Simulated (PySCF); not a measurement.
Input for PySCF: R-B3LYP/6-311+G** on CH7ClSi (a complex).

```python
from pyscf import gto, scf, dft, mp
from pyscf.data.elements import chemcore

mol = gto.M(
    atom='''
    C     0.19900332    0.13941699    0.07197742
    H     0.34348482    0.56293121   -0.92090744
    H     0.34083633    0.91552429    0.82239711
    H    -0.81051269   -0.26232780    0.14999723
    H     0.92211117   -0.65928477    0.23290106
    Si   -0.19513428   -0.87457000    3.71907716
    Cl    0.24633524    1.13151850    3.95243144
    H     0.93674642   -1.52792546    3.03540617
    H    -1.42602103   -0.99441191    2.91545576
    H    -0.39542730   -1.46048924    5.05901728
    ''',
    basis='6-311+g**',
    charge=0, spin=0, verbose=3, max_memory=1800)
mf = dft.RKS(mol, xc='b3lyp')
mf.conv_tol = 1e-8
mf.max_cycle = 100
mf.kernel()
if not mf.converged:
    mf = mf.newton().run(mf.mo_coeff, mf.mo_occ)
```

It printed:

```
converged SCF energy = -792.12202787725
```

The calculation finished and met its thresholds.

Cost: very roughly 16 core-seconds.
